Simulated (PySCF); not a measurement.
# C₆ coefficients of unlike pairs at PBE0

Calculated with PySCF 2.14 from the dipole response of each species, C₆(A,B) = (3/π) ∫ α_A(iu) α_B(iu) du, in atomic units, from isotropic polarisabilities. For ions this is the dispersion term alone; charge-induced terms of lower order in 1/R come first.

```tsv
species	configuration	basis	relativity	α (bohr³)	C₆ (like pair)
Ga⁺	[Ar] 3d10 4s2 (1S)	aug-cc-pwCVTZ-PP with ECP10MDF (8s7p6d4f1g)	core potential	18.41	94.23
Ni²⁺	[Ar] 3d8 (3F)	x2c-TZVPPall with one added diffuse shell each of s, p, d, f type (7s6p5d3f1g)	spin-free X2C	3.249	9.039
Mg²⁺	[Ne] (1S)	aug-cc-pVQZ with one added diffuse shell each of s, p, d, f, g type (8s7p5d4f3g)	none	0.3431	0.2435
C	[He] 2s2 2p2 (3P)	dyall-acv3z (15s9p4d2f)	spin-free X2C	12.59	50.51
```

Question: Estimate C₆ for C with Ga⁺.

Answer: The integral gives 68.74. The combination rule 2 C_A C_B / (C_A α_B/α_A + C_B α_A/α_B) gives 68.83 and the geometric mean 68.99.

No spin-orbit coupling is included.

The other pairs:

```tsv
pair	C₆
Mg²⁺, Ni²⁺	1.419
Mg²⁺, Ga⁺	3.448
C, Mg²⁺	2.525
Ni²⁺, Ga⁺	25.67
C, Ni²⁺	18.93
```
